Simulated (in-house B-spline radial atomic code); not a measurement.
A run on neutral sulfur that did not converge. Method: scalar-relativistic (X2C) AM05, spin-polarised, spherical fractional occupations, Fermi nucleus of rms radius 3.2611 fm; computed with an all-electron radial atomic-structure program (B-spline basis).

Command:
```bash
python run_scf.py task.json out
```
Settings (nuclear radius in fm, mass in u):
```
Z                16
configuration    [He] 2s2 2p5.875 3s2 3p4 3d0.125
hamiltonian      x2c
method           am05
spin_polarised   True
nucleus          fermi
rms_radius       3.2611
atomic_mass      31.97207
speed_of_light   137.035999084
```

First and last ten iterations of the last attempt (damped for 15 steps, keeping 80 % of the old Fock matrix, then DIIS):
```
 iter        energy (Eh)    residual
    1        -395.189747    2.08e-01
    2        -396.346762    1.33e-01
    3        -396.755885    9.21e-02
    4        -396.980399    6.18e-02
    5        -397.100424    4.14e-02
    6        -397.164452    2.77e-02
    7        -397.202088    1.79e-02
    8        -397.213078    1.19e-02
    9        -397.218103    7.83e-03
   10        -397.220366    5.14e-03
  111        -397.222260    8.39e-06
  112        -397.222260    1.09e-05
  113        -397.222260    1.01e-05
  114        -397.222260    1.05e-05
  115        -397.222260    1.18e-05
  116        -397.222260    1.07e-05
  117        -397.222260    9.74e-06
  118        -397.222260    1.25e-05
  119        -397.222260    1.06e-05
  120        -397.222260    9.88e-06
 not converged after 120 iterations
```

The smallest residual met was 3.5e-06; the threshold is about 2e-07. Over the last five steps the energy moves by less than 1e-06 hartree, but the orbitals didn't meet the threshold. Run time, properties included: 2.8 s on 1 thread of Intel(R) Xeon(R) Platinum 8488C, with other jobs on the host.
